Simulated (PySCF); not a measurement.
Compound: C2H15NSi4.
Cartesian coordinates in Å at the PBE0-D3(BJ)/def2-SVP level; atoms count from 1:
```
atom  x, y, z in Å
C1    -2.038   -1.281    0.543
N2    -0.941   -0.545   -0.035
C3    -1.081   -0.293   -1.447
Si4    0.038    0.532    0.936
Si5   -0.792    2.734    1.078
Si6    2.194    0.496    0.004
Si7    2.506   -1.733   -0.657
H8    -1.847   -1.488    1.606
H9    -2.161   -2.254    0.033
H10   -3.008   -0.747    0.471
H11   -0.190    0.222   -1.843
H12   -1.961    0.336   -1.692
H13   -1.184   -1.241   -2.006
H14    0.100   -0.059    2.311
H15   -2.153    2.784    1.701
H16   -0.891    3.314   -0.300
H17    0.129    3.600    1.881
H18    3.217    0.913    1.015
H19    2.315    1.405   -1.181
H20    2.190   -2.638    0.491
H21    1.584   -2.050   -1.791
H22    3.909   -2.000   -1.102
```

Level of theory: core-valence-separated Tamm–Dancoff BHandHLYP/aug-pcX-1 (pcseg-1 on H, def2-SVPD on Si) in PySCF, non-relativistic, gas phase, PBE0-D3(BJ)/def2-SVP geometry. The energies are unshifted.

Q: List the nitrogen K-edge absorption lines.

A: 
```
E (eV)       f  core hole on  main final orbital
399.31  0.0133            N2         LUMO (57 %)
400.51  0.0035            N2       LUMO+3 (46 %)
400.74  0.0002            N2       LUMO+1 (81 %)
400.79  0.0059            N2       LUMO+2 (48 %)
401.03  0.0081            N2       LUMO+4 (46 %)
401.16  0.0073            N2       LUMO+6 (46 %)
401.35  0.0037            N2       LUMO+5 (33 %)
```

The first line with a tenth or more of the strongest one's intensity is at 399.31 eV (f = 0.013), with the hole on N2 (silicon-bound nitrogen). It is also the strongest listed.

Q: List the carbon K-edge absorption lines.

A: 
```csv
E (eV),f,core hole on,main final orbital
286.09,0.0150,C1,LUMO (46 %)
286.12,0.0129,C3,LUMO (41 %)
286.65,0.0249,C3,spread
286.71,0.0136,C1,LUMO+3 (41 %)
286.91,0.0111,C3,spread
286.97,0.0306,C1,spread
287.02,0.0245,C1,spread
287.05,0.0322,C3,spread
287.53,0.0037,C1/C3,"spread (2 roots, f summed)"
```

The first line with a tenth or more of the strongest one's intensity is at 286.09 eV (f = 0.015), with the hole on C1 (N-methyl carbon). The strongest listed is at 287.05 eV (f = 0.032; C3).

Roots within 0.03 eV whose holes lie on the same, on equivalent or on shared atoms are summed into one line, and the highest roots are left out, as the search may have cut off their partners. Final orbitals are the ground state's empty Kohn–Sham orbitals.

Q: What is the summed oscillator strength of the listed N K lines, and their intensity-weighted mean energy?

A: Σf = 0.042 over 7 lines from 399.31 to 401.35 eV; the weighted mean is 400.46 eV. The strongest line holds 32 % of the sum.

The ionisation thresholds weren't computed; near and above them a finite basis only mimics Rydberg series and continuum.

One conformer stands for the species.
